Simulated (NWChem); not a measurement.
All runs are NWChem calculations. System: H₃O₄Si, charge 1, spin multiplicity 3, at the geometry of a parent with another charge or spin, in a state set for the comparison that need not be this species' ground state. Its SCF solution wasn't tested for a lower state. Level: UB3LYP/def2-TZVP, VWN1-RPA local correlation.

The NWChem input:

```
start mol
memory heap 200 mb stack 900 mb global 1100 mb
charge 1
geometry units angstroms nocenter noautoz noautosym
  O     -1.144808     0.877523     0.888609
  Si    -0.043205     0.029520    -0.015490
  O     -0.778623    -1.146662    -0.929082
  O      0.921729     0.881314    -1.064482
  O      0.917064    -0.582320     1.222638
  H     -0.474920    -1.169251    -1.854239
  H      1.315811     1.693960    -0.702973
  H      0.441093    -1.176835     1.832600
end
basis spherical
  * library def2-tzvp
end
dft
  xc b3lyp
  odft
  mult 3
  semidirect memsize 60000000 filesize 0
  iterations 100
end
task dft energy
```

NWChem printed:

```
             Northwest Computational Chemistry Package (NWChem) 7.3.0
             --------------------------------------------------------

                                NWChem Input Module
                                -------------------

 Scaling coordinates for geometry "geometry" by  1.889725989
 (inverse scale =  0.529177249)

                             Geometry "geometry" -> ""
                             -------------------------

 Output coordinates in angstroms (scale by  1.889725989 to convert to a.u.)

  No.       Tag          Charge          X              Y              Z
 ---- ---------------- ---------- -------------- -------------- --------------
    1 O                    8.0000    -1.14480800     0.87752300     0.88860900
    2 Si                  14.0000    -0.04320500     0.02952000    -0.01549000
    3 O                    8.0000    -0.77862300    -1.14666200    -0.92908200
    4 O                    8.0000     0.92172900     0.88131400    -1.06448200
    5 O                    8.0000     0.91706400    -0.58232000     1.22263800
    6 H                    1.0000    -0.47492000    -1.16925100    -1.85423900
    7 H                    1.0000     1.31581100     1.69396000    -0.70297300
    8 H                    1.0000     0.44109300    -1.17683500     1.83260000

 Effective nuclear repulsion energy (a.u.)     252.7699391586

            Nuclear Dipole moment (a.u.)
            ----------------------------
        X                 Y               Z
 ---------------- ---------------- ----------------
     0.0000188973    -0.0000113384    -0.0000151178


 Summary of "ao basis" -> "" (spherical)
 ------------------------------------------------------------------------------
       Tag                 Description            Shells   Functions and Types
 ---------------- ------------------------------  ------  ---------------------
 *                         def2-tzvp                  on all atoms

                                 NWChem DFT Module
                                 -----------------

 Summary of "ao basis" -> "ao basis" (spherical)
 ------------------------------------------------------------------------------
       Tag                 Description            Shells   Functions and Types
 ---------------- ------------------------------  ------  ---------------------
 O                         def2-tzvp                11       31   5s3p2d1f
 Si                        def2-tzvp                13       37   5s5p2d1f
 H                         def2-tzvp                 4        6   3s1p

 Summary of "ao basis" -> "ao basis" (spherical)
 ------------------------------------------------------------------------------
       Tag                 Description            Shells   Functions and Types
 ---------------- ------------------------------  ------  ---------------------
 O                         def2-tzvp                11       31   5s3p2d1f
 Si                        def2-tzvp                13       37   5s5p2d1f
 H                         def2-tzvp                 4        6   3s1p

            General Information
            -------------------
          SCF calculation type: DFT
          Wavefunction type:  spin polarized.
          No. of atoms     :     8
          No. of electrons :    48
           Alpha electrons :    25
            Beta electrons :    23
          Charge           :     1
          Spin multiplicity:     3
          Use of symmetry is: off; symmetry adaption is: off
          Maximum number of iterations: 100
[...]
 Vector   26  Occ=0.000000D+00  E=-2.084605D-01
              MO Center=  1.4D-01, -1.9D-01,  7.0D-02, r^2= 5.7D+00
   Bfn.  Coefficient  Atom+Function         Bfn.  Coefficient  Atom+Function
  ----- ------------  ---------------      ----- ------------  ---------------
    36      1.146733  2 Si s                135     -0.584502  5 O  s
    73     -0.514674  3 O  s                176      0.515682  8 H  s
   104     -0.492271  4 O  s                164      0.435254  6 H  s
   170      0.415495  7 H  s                  5     -0.365665  1 O  s
    35      0.203156  2 Si s                 34     -0.174776  2 Si s

   alpha - beta orbital overlaps
   -----------------------------

   alpha      1      2      3      4      5      6      7      8      9     10
    beta      1      2      3      4      5      6      7      8      9     10
 overlap   1.000  1.000  1.000  1.000  1.000  1.000  0.993  0.993  0.999  0.835

   alpha     11     12     13     14     15     16     17     18     19     20
    beta     13     11     12     14     15     16     17     25     21     18
 overlap   0.776  0.908  0.984  0.996  0.994  0.990  0.914  0.629  0.536  0.765

   alpha     21     22     23     24     25     26     27     28     29     30
    beta     25     19     20     22     23     26     27     28     29     30
 overlap   0.490  0.906  0.858  0.657  0.753  0.999  0.906  0.916  0.990  0.985

   alpha     31     32     33     34     35     36     37     38     39     40
    beta     31     32     33     34     35     36     37     38     39     40
 overlap   0.988  0.992  0.996  0.998  0.995  0.998  0.984  0.964  0.986  0.985

   alpha     41     42     43     44     45     46     47     48     49     50
    beta     41     42     43     44     45     46     47     49     48     50
 overlap   0.965  0.987  0.989  0.983  0.989  0.992  0.758  0.736  0.964  0.974

   alpha     51     52     53     54     55     56     57     58     59     60
    beta     51     52     53     54     55     56     57     58     59     60
 overlap   0.976  0.966  0.988  0.999  0.993  0.994  0.918  0.912  0.985  0.995

   alpha     61     62     63     64     65     66     67     68     69     70
    beta     61     62     63     64     65     66     67     68     69     70
 overlap   0.997  0.997  0.999  0.995  0.985  0.991  0.974  0.978  0.997  0.997

   alpha     71     72     73     74     75     76     77     78     79     80
    beta     71     72     73     74     75     76     77     78     79     80
 overlap   0.995  0.998  0.993  0.989  0.959  0.969  0.940  0.972  0.946  0.954

   alpha     81     82     83     84     85     86     87     88     89     90
    beta     81     82     83     84     85     86     87     88     89     90
 overlap   0.987  0.987  0.984  0.995  0.996  0.993  0.995  0.994  0.983  0.980

   alpha     91     92     93     94     95     96     97     98     99    100
    beta     91     92     93     94     95     96     97     98     99    100
 overlap   0.996  0.922  0.920  0.991  0.996  0.997  0.998  0.998  0.999  0.997

   alpha    101    102    103    104    105    106    107    108    109    110
    beta    101    102    103    104    105    106    107    108    109    110
 overlap   0.999  0.998  0.997  0.995  0.956  0.870  0.825  0.959  0.953  0.984

   alpha    111    112    113    114    115    116    117    118    119    120
    beta    111    112    113    114    115    116    117    118    119    120
 overlap   0.940  0.954  0.935  0.950  0.996  0.974  0.993  0.992  0.998  0.996

   alpha    121    122    123    124    125    126    127    128    129    130
    beta    121    122    123    129    130    124    125    126    127    128
 overlap   0.997  0.997  1.000  0.851  0.881  0.859  0.800  0.731  0.925  0.769

   alpha    131    132    133    134    135    136    137    138    139    140
    beta    131    132    133    134    135    136    137    138    139    140
 overlap   0.698  0.933  0.839  0.741  0.809  0.925  0.910  0.973  0.983  0.969

   alpha    141    142    143    144    145    146    147    148    149    150
    beta    141    142    143    144    145    146    147    148    149    150
 overlap   0.918  0.917  0.990  0.949  0.957  0.998  0.996  0.996  0.945  0.884

   alpha    151    152    153    154    155    156    157    158    159    160
    beta    151    152    153    154    155    156    157    159    158    160
 overlap   0.790  0.812  0.904  0.994  0.989  0.987  0.967  0.655  0.722  0.761

   alpha    161    162    163    164    165    166    167    168    169    170
    beta    161    162    163    164    165    166    167    168    169    170
 overlap   0.789  0.865  0.929  0.888  0.861  0.787  0.676  0.822  0.998  0.995

   alpha    171    172    173    174    175    176    177    178    179
    beta    171    172    173    174    175    176    177    178    179
 overlap   0.934  0.936  0.999  1.000  1.000  0.999  0.999  0.998  0.998

     --------------------------
     Expectation value of S2:
     --------------------------
      <S2> =      2.0171 (Exact =     2.0000)

 center of mass
 --------------
 x =  -0.02527801 y =   0.01285638 z =   0.01429896

 moments of inertia (a.u.)
 ------------------
         473.881026982915         -17.567697730436           5.934604625665
         -17.567697730436         484.678923884699          -6.830823500841
           5.934604625665          -6.830823500841         417.044537957803

     Multipole analysis of the density
     ---------------------------------

     L   x y z        total         alpha         beta         nuclear
     -   - - -        -----         -----         ----         -------
     0   0 0 0      1.000000    -25.000000    -23.000000     49.000000

     1   1 0 0      0.159153      1.162534     -1.003400      0.000019
     1   0 1 0     -0.049739     -0.698012      0.648285     -0.000011
     1   0 0 1      0.159418     -1.046658      1.206091     -0.000015

     2   2 0 0    -23.156576    -71.583689    -62.408164    110.835276
     2   1 1 0      1.644611     -3.465279     -7.672816     12.782705
     2   1 0 1      0.210499      2.375721     -0.532825     -1.632397
     2   0 2 0    -17.911403    -67.993099    -61.475923    111.557619
     2   0 1 1     -1.124129     -2.638337      0.177700      1.336508
     2   0 0 2    -16.833722    -86.427768    -78.749517    148.343564

 Task  times  cpu:       51.3s     wall:       51.3s

 Total times  cpu:       51.3s     wall:       51.3s
```
